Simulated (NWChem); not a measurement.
GaAsH4; SMILES [AsH2][GaH2]

```xyz
6

Ga     0.0128    -1.2227     0.0000
As     0.0443     1.1916     0.0000
H     -0.9915     1.2854    -1.1136
H     -0.9915     1.2854     1.1136
H      0.0623    -1.9963     1.3687
H      0.0623    -1.9963    -1.3687
```
Atoms are numbered in this order, from 1.

The geometry was optimised at PBE0/def2-SVP.

Symmetry labels are those of Cs in the frame above (b1 and b2, or b-type labels, depend on it).

Question: List the 4 lowest vertical singlet excitations from CAM-B3LYP/def2-SVPD, TDA (NWChem).

Answer: 
```json
[
 {"state": "S1", "energy (eV)": "4.28", "oscillator strength": "0.015", "symmetry": "a'", "leading excitation (squared amplitude)": "HOMO → LUMO (0.93)"},
 {"state": "S2", "energy (eV)": "5.39", "oscillator strength": "0.000", "symmetry": "a\"", "leading excitation (squared amplitude)": "HOMO−1 → LUMO (0.98)"},
 {"state": "S3", "energy (eV)": "5.92", "oscillator strength": "0.012", "symmetry": "a'", "leading excitation (squared amplitude)": "HOMO−2 → LUMO (0.72)"},
 {"state": "S4", "energy (eV)": "6.06", "oscillator strength": "0.005", "symmetry": "a\"", "leading excitation (squared amplitude)": "HOMO → LUMO+3 (0.96)"}
]
```
